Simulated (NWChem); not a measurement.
System: C$_{2}$H$_{6}$OSi; SMILES C=CO[SiH3]

```xyz
10

C      0.0739     2.3663    -0.0829
C     -0.3519     1.1228     0.1354
O      0.4521     0.0406     0.0344
Si    -0.0348    -1.5619    -0.0368
H      1.1077     2.5647    -0.3739
H     -0.6152     3.2029     0.0352
H     -1.3920     0.9205     0.4316
H     -0.5525    -1.9002    -1.3959
H      1.1700    -2.3740     0.2720
H     -1.1140    -1.8032     0.9697
```
Atoms are numbered in this order, from 1.

All runs: NWChem. Pople sets run with spherical d functions. The geometry was optimised at PBE0/def2-SVP. B3LYP is NWChem's, with the RPA form of VWN correlation. GIAO values for the isolated, static molecule; σ is the absolute isotropic shielding, δ = σ(reference) − σ with the isolated reference molecule computed at the same levels (13C: tetramethylsilane, 1H: tetramethylsilane, 17O: water, 29Si: tetramethylsilane).

For level B3LYP/6-31G*:

| Property | Value |
|---|---|
| δ C1 (ppm) | 89.5 |
| δ C2 (ppm) | 137.9 |
| δ O3 (ppm) | 80.8 |
| δ Si4 (ppm) | -6.3 |
| δ H6 (ppm) | 4.01 |

Question: What are these values for level PBE/pcSseg-1?

Answer: 
- δ C1 (ppm) = 97.8
- δ C2 (ppm) = 152.8
- δ O3 (ppm) = 118.0
- δ Si4 (ppm) = -29.7
- δ H6 (ppm) = 4.32
